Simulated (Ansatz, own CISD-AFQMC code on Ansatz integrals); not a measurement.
CH5BSi, SMILES `B=[SiH]C` (charge 0, multiplicity 1).

Cartesian coordinates (Å):
```xyz
8

B      2.0294    -0.2861    -0.0613
Si     0.4394     0.5892     0.0544
C     -1.2399    -0.2480    -0.0070
H      3.0595    -0.8453    -0.1371
H      0.4562     2.0563     0.2109
H     -1.7982    -0.0672     0.9128
H     -1.1170    -1.3245    -0.1272
H     -1.8295     0.1256    -0.8454
```
Charge 0, spin multiplicity 1.

Frozen-core correlation energies in cc-pVDZ at a geometry from B3LYP-D3(BJ)/def2-TZVP, on an HF energy of -354.28660 Ha (<S^2> = 0.00, restricted and unstable towards unrestricted orbitals). Wave-function levels are from Ansatz, the walk from an own CISD-AFQMC code on Ansatz integrals (time step 0.005/Ha, trial state from CCSD amplitudes, largest double 0.14).

| level | correlation energy (mHa) |
|---|---|
| MP2 | -314.8 |
| CCSD | -365.1 |
| CCSD(T) | -377.3 |

### Question
What correlation energy does phaseless AFQMC give, and where does it lie among these levels?

### Answer
-379.0 ± 0.4 mHa (one standard error). AFQMC minus each level: MP2 -64.2 mHa, CCSD -13.9 mHa, CCSD(T) -1.7 mHa.
